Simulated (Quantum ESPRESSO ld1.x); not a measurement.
Input (ld1.x (Quantum ESPRESSO 7.5)):

```
 &input
    zed=80.0,
    iswitch=1,
    rel=2,
    dft='PBE',
    config='[Ar] 3d10 4s2 4p0 5s0',
    rel_dist='average',
    verbosity='high',
    lsmall=.true.,
    prefix='ld1',
    max_out_wfc=37,
    file_charge='ld1.rho',
 /
```

It prints (banner and zero overlaps left out):

```
     Program LD1 v.7.5 starts

     --------------------------- All-electron run ----------------------------

     dirac relativistic calculation

     atomic number is 80.00
     dft =PBE   lsd =0 sic =0 latt =0  beta=0.20 tr2=1.0E-14
     Exchange-correlation= PBE
                           (   1   4   3   4   0   0   0)
     mesh =2125 r(mesh) = 100.48147 a.u. xmin = -8.00 dx = 0.00800
     1 Ry =  13.60569312 eV, c = 137.03599908

     n l j   nl                  e(Ry)          e(Ha)          e(eV)
     Spin orbit split results
     1 0 0.5 1S 1( 2.00)   -6304.899008959   -3152.449504479 -85782.5210874
     2 0 0.5 2S 1( 2.00)   -1278.133155127    -639.066577563 -17389.8874790
     2 1 0.5 2P 1( 2.00)   -1235.062942613    -617.531471307 -16803.8873848
     2 1 1.5 2P 1( 4.00)   -1091.212077668    -545.606038834 -14846.6966609
     3 0 0.5 3S 1( 2.00)    -443.713590805    -221.856795402  -6037.0309510
     3 1 0.5 3P 1( 2.00)    -424.854131281    -212.427065641  -5780.4349323
     3 1 1.5 3P 1( 4.00)    -391.564358961    -195.782179480  -5327.5045059
     3 2 1.5 3D 1( 4.00)    -361.338179232    -180.669089616  -4916.2563803
     3 2 2.5 3D 1( 6.00)    -354.084653065    -177.042326533  -4817.5671292
     4 0 0.5 4S 1( 2.00)    -217.983478547    -108.991739274  -2965.8163150
     4 1 0.5 4P 1( 0.00)    -209.835794065    -104.917897032  -2854.9614203
     4 1 1.5 4P 1( 0.00)    -198.428162607     -99.214081304  -2699.7526874
     5 0 0.5 5S 1( 0.00)    -129.719571025     -64.859785512  -1764.9246754
     Averaged results
     1 0     1S 1( 2.00)   -6304.899008959   -3152.449504479 -85782.5210874
     2 0     2S 1( 2.00)   -1278.133155127    -639.066577563 -17389.8874790
     2 1     2P 1( 6.00)   -1139.162365983    -569.581182992 -15499.0935688
     3 0     3S 1( 2.00)    -443.713590805    -221.856795402  -6037.0309510
     3 1     3P 1( 6.00)    -402.660949734    -201.330474867  -5478.4813147
     3 2     3D 1(10.00)    -356.986063532    -178.493031766  -4857.0428296
     4 0     4S 1( 2.00)    -217.983478547    -108.991739274  -2965.8163150
     4 1     4P 1( 0.00)    -202.230706426    -101.115353213  -2751.4889317
     5 0     5S 1( 0.00)    -129.719571025     -64.859785512  -1764.9246754

     final scf error:  9.3E-17 reached in  19 iterations

     Etot =  -35614.386908 Ry,  -17807.193454 Ha, -484558.419038 eV

     Ekin =   41599.476368 Ry,   20799.738184 Ha,  565989.709546 eV
     Encl =  -83142.003694 Ry,  -41571.001847 Ha,-1131204.587888 eV
     Eh   =    6467.530424 Ry,    3233.765212 Ha,   87995.234207 eV
     Exc  =    -539.390007 Ry,    -269.695003 Ha,   -7338.774904 eV
```

Run on one thread of a shared host, so times are rough (Intel(R) Xeon(R) Processor @ 2.60GHz): 0.62 s of CPU time, 1.2 s wall, 19 iterations on 2125 mesh points.
